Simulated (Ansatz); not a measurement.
Cost and result up the ladder for `CC[SiH](C)C[SiH](C)C[SiH](C)C` (35 atoms). Total charge 0; singlet. Geometry: PBE-D4/def2-SVP.

```xyz
35

C    -3.644    0.475    0.664
C    -2.750    1.641    1.108
Si   -1.729    2.430   -0.291
C    -2.875    3.217   -1.579
C    -0.605    1.140   -1.112
Si    0.442    0.081    0.061
C     1.404    1.174    1.269
C     1.627   -1.032   -0.914
Si    2.789   -2.133    0.103
C     3.798   -3.259   -1.038
C     1.803   -3.175    1.339
H    -4.372    0.785   -0.114
H    -4.230    0.056    1.509
H    -3.045   -0.358    0.241
H    -3.361    2.446    1.573
H    -2.046    1.306    1.901
H    -0.863    3.513    0.309
H    -3.521    3.993   -1.119
H    -3.534    2.455   -2.044
H    -2.291    3.697   -2.390
H    -1.231    0.461   -1.732
H     0.075    1.667   -1.818
H    -0.494   -0.805    0.852
H     0.723    1.812    1.867
H     2.099    1.845    0.722
H     2.008    0.563    1.970
H     1.022   -1.684   -1.584
H     2.245   -0.387   -1.579
H     3.746   -1.248    0.869
H     4.392   -2.665   -1.763
H     4.503   -3.889   -0.457
H     3.133   -3.934   -1.615
H     1.254   -2.536    2.060
H     1.056   -3.806    0.814
H     2.471   -3.846    1.917
```

Ansatz on 4 threads of Arm Neoverse V2 on a shared host. Times are rough, and most runs start from the orbitals of an earlier one. PBE0-D4/def2-TZVP serves as the yardstick here, not as an exact answer. Differences are given only for rows in sets of like size (and for xTB, whose basis is part of the method), since another set adds its own error. Binding counts from free atoms at the same level (C triplet, Si triplet, H doublet; other spins of the atoms weren't run), without zero-point energy or a counterpoise term.

B3LYP takes the VWN-RPA correlation. Correlated methods freeze 23 core orbitals. The rows differ in basis, and correlated rows in double-zeta sets carry the largest basis error.

Correlated methods converge slowly with the basis, most of all in double-zeta sets.

```tsv
level	functions	binding energy per atom (eV)	difference from PBE0-D4/def2-TZVP (eV)
HF/6-31G	159	2.82	–
PBE0-D4/def2-SVP	286	3.95	–
PBE-D4/def2-TZVP	503	3.96	0.03
r2SCAN-D4/def2-TZVP (with forces)	503	3.93	0.00
PBE-D4/def2-SVP	286	3.97	–
BHLYP-D4/def2-TZVP	503	3.86	-0.08
LDA (SPW92)/def2-TZVP	503	4.39	0.45
MP2/def2-SVP	286	3.75	–
PBE0-D4/def2-TZVP (with forces)	503	3.93	0.00
HF/STO-3G	91	3.90	–
B3LYP-D4/6-31G	159	3.81	–
```

(1) Estimate how long each takes.

Answers

(1) HF/STO-3G 0.91 s; HF/6-31G 2.9 s; B3LYP-D4/6-31G 6 s; PBE-D4/def2-SVP 7 s; LDA (SPW92)/def2-TZVP 8.5 s; MP2/def2-SVP 14 s; PBE0-D4/def2-SVP 14 s; PBE-D4/def2-TZVP 15 s; r2SCAN-D4/def2-TZVP (with forces) 32 s; BHLYP-D4/def2-TZVP 37 s; PBE0-D4/def2-TZVP (with forces) 55 s. On shared hardware such times vary by a factor of up to 3.
